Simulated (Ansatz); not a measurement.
Consider the formal exchange of groups at the Si–Ge bond: `[SiH3][SiH2][SiH2][GeH2][SiH2][SiH3]` + GeH₄ → `[SiH3][SiH2][SiH2][GeH3]` + `[SiH3][SiH2][GeH3]`.

Isolated molecules relaxed with PBE0-D4/def2-TZVP in Ansatz; ΔE leaves out vibrations. CBS: MP2 limit from def2 TZ/QZ plus the TZ coupled-cluster correction, frozen cores. Functionals use def2-TZVPP. For Ge outer-core shells are correlated without core-valence functions, which leaves a few kJ/mol of doubt a bond. Scalar relativity is left out up to krypton. One conformer a species, not always the lowest.

CCSD(T)/CBS gives +2.6 kcal/mol.

Problem. Another level gave -1.4 kcal/mol. Which?
A. revPBE/def2-TZVPP
B. BHLYP-D4/def2-TZVPP
C. PBE0/def2-TZVPP
D. SCS-MP2/def2-TZVPP

Solution. A. revPBE -1.4, SCS-MP2/def2-TZVPP 2.1, PBE0 0.3, BHLYP-D4 3.1 kcal/mol.

Largest T1 diagnostic among the species: 0.013.

The D4 term adds +3.9 kcal/mol with B3LYP and +2.4 kcal/mol with PBE0; it sums over pairs of atoms, weighted by their polarisabilities, and B3LYP, whose exchange is more repulsive, gets the larger term. From BLYP to BHLYP (50 % exact exchange), in def2-TZVPP and without D4, ΔE moves by +1.1 kcal/mol. In def2-TZVPP, CCSD(T) changes the Hartree–Fock value by +3.8 kcal/mol (the triples alone add +0.7 kcal/mol) and MP2 by +4.4 kcal/mol.

B3LYP here is the variant with VWN-RPA as its local correlation; programs differ in this.
